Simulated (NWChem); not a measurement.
System: CBF₅; SMILES FB(F)C(F)(F)F

NWChem printed, in part:

```
             Northwest Computational Chemistry Package (NWChem) 7.3.0
             --------------------------------------------------------

 C1  symmetry detected

                             Geometry "geometry" -> ""
                             -------------------------

 Output coordinates in angstroms (scale by  1.889725989 to convert to a.u.)

  No.       Tag          Charge          X              Y              Z
 ---- ---------------- ---------- -------------- -------------- --------------
    1 B                    5.0000     0.00891419    -0.97168278     0.00552250
    2 C                    6.0000     0.00856013     0.64020180     0.00254485
    3 F                    9.0000    -0.51363862     1.09834049    -1.14321210
    4 F                    9.0000     1.23426831     1.14818574     0.12394706
    5 F                    9.0000    -0.73436418     1.11599512     1.00838076
    6 F                    9.0000     1.13258702    -1.63664855     0.00318591
    7 F                    9.0000    -1.12951162    -1.61285024     0.00293375

 Effective nuclear repulsion energy (a.u.)     321.8025201970

                                 NWChem DFT Module
                                 -----------------

 Summary of "ao basis" -> "ao basis" (spherical)
 ------------------------------------------------------------------------------
       Tag                 Description            Shells   Functions and Types
 ---------------- ------------------------------  ------  ---------------------
 B                           6-31g*                  6       14   3s2p1d
 C                           6-31g*                  6       14   3s2p1d
 F                           6-31g*                  6       14   3s2p1d

            General Information
            -------------------
          SCF calculation type: DFT
          Wavefunction type:  closed shell.
          No. of atoms     :     7
          No. of electrons :    56
           Alpha electrons :    28
            Beta electrons :    28
          Charge           :     0
          Spin multiplicity:     1
          Use of symmetry is: off; symmetry adaption is: off
          Maximum number of iterations: 150
          AO basis - number of functions:    98
                     number of shells:    42
          Convergence on energy requested:  1.00D-06
          Convergence on density requested:  1.00D-05
          Convergence on gradient requested:  5.00D-04

              XC Information
              --------------
                        Slater Exchange Functional  1.052 local
                      OPTX     Exchange Functional  1.432 non-local
              Lee-Yang-Parr Correlation Functional  1.000

             Grid Information
             ----------------
          Grid used for XC integration:  medium
          Radial quadrature: Mura-Knowles
          Angular quadrature: Lebedev.
          Tag              B.-S. Rad. Rad. Pts. Rad. Cut. Ang. Pts.
          ---              ---------- --------- --------- ---------
          B                   0.85       49           7.0       434
          C                   0.70       49           7.0       434
          F                   0.50       49           8.0       434
          Grid pruning is: on
          Number of quadrature shells:   343
          Spatial weights used:  Erf1

      Superposition of Atomic Density Guess
      -------------------------------------

 Sum of atomic energies:        -559.04800276

      Non-variational initial energy
      ------------------------------

 Total energy =    -560.948204
 1-e energy   =   -1420.577667
 2-e energy   =     537.826942
 HOMO         =      -0.381173
 LUMO         =       0.079935

     ---------------------------------------------
      Total Density - Mulliken Population Analysis
     ---------------------------------------------

    Atom       Charge   Shell Charges
 -----------   ------   -------------------------------------------------------
    1 B    5     3.99   2.00  0.53  0.89  0.29  0.15  0.13
    2 C    6     4.60   2.00  0.62  1.23  0.35  0.29  0.12
    3 F    9     9.50   2.00  0.94  3.42  1.01  2.12  0.01
    4 F    9     9.50   2.00  0.94  3.42  1.01  2.12  0.01
    5 F    9     9.50   2.00  0.94  3.42  1.01  2.12  0.01
    6 F    9     9.45   2.00  0.95  3.46  0.97  2.08  0.01
    7 F    9     9.46   2.00  0.95  3.46  0.97  2.08  0.01

   convergence    iter        energy       DeltaE   RMS-Dens  Diis-err
 ---------------- ----- ----------------- --------- --------- ---------
 d= 0,ls=0.0,diis     1   -561.8750895620 -8.84D+02  2.16D-02  2.18D+00
 d= 0,ls=0.0,diis     2   -561.3791052512  4.96D-01  1.25D-02  8.60D+00
 d= 0,ls=0.0,diis     3   -562.1190457441 -7.40D-01  1.48D-03  4.25D-02
 d= 0,ls=0.0,diis     4   -562.1216416017 -2.60D-03  6.01D-04  1.13D-02
 d= 0,ls=0.0,diis     5   -562.1224404527 -7.99D-04  1.70D-04  1.50D-03
  Resetting Diis
 d= 0,ls=0.0,diis     6   -562.1225686155 -1.28D-04  3.54D-05  2.32D-05
 d= 0,ls=0.0,diis     7   -562.1225707904 -2.17D-06  1.15D-05  7.16D-07
 d= 0,ls=0.0,diis     8   -562.1225706639  1.26D-07  7.22D-06  2.25D-06

         Total DFT energy =     -562.122570663864
      One electron energy =    -1421.732125876867
           Coulomb energy =      599.670411867967
    Exchange-Corr. energy =      -61.863376851951
 Nuclear repulsion energy =      321.802520196988

 Numeric. integr. density =       55.999996763472

                       DFT Final Molecular Orbital Analysis
                       ------------------------------------

[...]
```

Level: OLYP/6-31G* (spherical d). All runs use the structure optimised with PBE0/def2-SVP.

### Question
Which NWChem input produces such a log?

### Answer
One answer among several that fit: the input that was run:
```
start job
memory heap 200 mb stack 900 mb global 1100 mb
geometry units angstroms noautoz
  B      0.007069    -0.973496     0.003446
  C      0.009155     0.638390     0.003680
  F     -0.512633     1.099601    -1.141031
  F      1.235661     1.144275     0.125787
  F     -0.732799     1.113302     1.010648
  F      1.129733    -1.640156    -0.000497
  F     -1.132327    -1.612933    -0.000135
end
basis spherical
  * library 6-31g*
end
dft
  xc optx lyp
  iterations 150
  mulliken
end
task dft energy
```
